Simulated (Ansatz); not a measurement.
Consider the redistribution: `NB[SeH]` + `N[SiH2][InH2]` → `NB[SiH2]N` + `[SeH][InH2]`.

Calculated with Ansatz (gas phase, PBE0-D4/def2-TZVP geometries, no zero-point term in ΔE). CCSD(T)/CBS adds triple-zeta CCSD(T) − MP2 to the extrapolated MP2 energy (def2 sets, frozen cores). Elements past krypton have def2 core potentials. For In, Se outer-core shells are correlated without core-valence functions, which leaves a few kJ/mol of doubt a bond. Scalar relativity is left out up to krypton. One conformer a species, not always the lowest.

`NB[SeH]`:

Cartesian coordinates in Å:
```
N -0.783 -0.924 -0.120
B -0.116 0.281 0.068
Se 1.831 0.364 -0.090
H -1.783 -0.993 -0.044
H -0.333 -1.796 -0.341
H -0.728 1.271 0.328
H 1.911 1.797 0.199
```

`N[SiH2][InH2]`:

Z-matrix (Å, degrees):
```
Si
In 1 2.572
N 1 1.729 2 109.0
H 1 1.501 2 108.8 3 -126.2
H 1 1.491 2 111.6 3 118.5
H 2 1.735 1 120.6 3 20.5
H 2 1.730 1 122.7 3 -160.1
H 3 1.008 1 120.1 2 176.6
H 3 1.007 1 119.3 2 -40.9
```

`NB[SiH2]N`:

Z-matrix (Å, degrees):
```
Si
B 1 2.022
N 1 1.737 2 116.7
H 1 1.493 2 110.1 3 120.1
H 1 1.499 2 108.9 3 -122.2
N 2 1.388 1 120.3 3 126.2
H 2 1.202 1 122.7 3 -53.2
H 3 1.008 1 118.8 2 -54.1
H 3 1.008 1 117.6 2 82.2
H 6 1.007 2 123.6 1 179.6
H 6 1.007 2 123.1 1 0.3
```

`[SeH][InH2]`:

Cartesian coordinates in Å:
```
Se 1.423 1.113 0.006
In -0.314 -0.684 -0.201
H 0.516 2.009 0.735
H -1.846 -0.355 0.489
H 0.221 -2.084 -1.029
```

```
        species  CCSD(T)/CBS(def2) energy (Eh)
      `NB[SeH]`                    -2482.67368
`N[SiH2][InH2]`                     -537.19857
    `NB[SiH2]N`                     -427.54638
  `[SeH][InH2]`                    -2592.33228
```

Work out ΔE.

ΔE = (-427.54638) + (-2592.33228) − (-2482.67368) − (-537.19857) = -0.00641 Eh = -4.0 kcal/mol.

Largest T1 diagnostic among the species: 0.013.

Leaving LDA and LC-ωPBE aside and taking each functional with its dispersion term where it has one, the values, not all of them listed here, spread over 1.5 kcal/mol, from BHLYP-D4 to revPBE-D4. LDA lies +0.9 kcal/mol from PBE without D4. In def2-TZVPP, CCSD(T) changes the Hartree–Fock value by +2.1 kcal/mol (the triples alone add −0.0 kcal/mol) and MP2 by +3.0 kcal/mol.
